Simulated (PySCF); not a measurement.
**Finite-field polarisability of F (fluorine, neutral)**

[He] 2s2 2p5, 2P determinant. All numbers are calculated (PySCF 2.14, scalar relativity by spin-free X2C-1e, in aug-cc-pVDZ-DK (4s3p2d, 23 functions)). Frozen: 1s2. Energy changes in a uniform field (μhartree):

| axis | F (au) | HF | MP2 | CCSD | CCSD(T) |
| --- | --- | --- | --- | --- | --- |
| x | 0.0089 | -100.643 | -106.024 | -106.077 | -106.453 |
| x | 0.0178 | -402.631 | -424.176 | -424.390 | -425.896 |
| y | 0.0085 | -100.902 | -110.201 | -110.454 | -111.247 |
| y | 0.017 | -403.790 | -441.047 | -442.058 | -445.236 |

By symmetry the remaining axis equals y.

(1) Derive α along x at CCSD(T) from the two fields.

(2) And the mean polarisability at each level?

CCSD(T) lies more than 5 % below the reference, which points to too few diffuse and polarisation functions.

A double-zeta set is small for polarisabilities.

Results:

(1) With ΔE = −αF²/2 − γF⁴/24, α = −(16 ΔE(F) − ΔE(2F))/(6F²) = 2.688 bohr³.

(2) The components xx, yy, zz at CCSD(T) are 2.688, 3.079, 3.079, the third axis being equal by symmetry to one of the two computed. Means: HF 2.709, MP2 2.926, CCSD 2.931, CCSD(T) 2.949 bohr³. Reference: 3.74 ± 0.08 bohr³ (recommended; Schwerdtfeger and Nagle, table of static dipole polarizabilities (2023 update)).
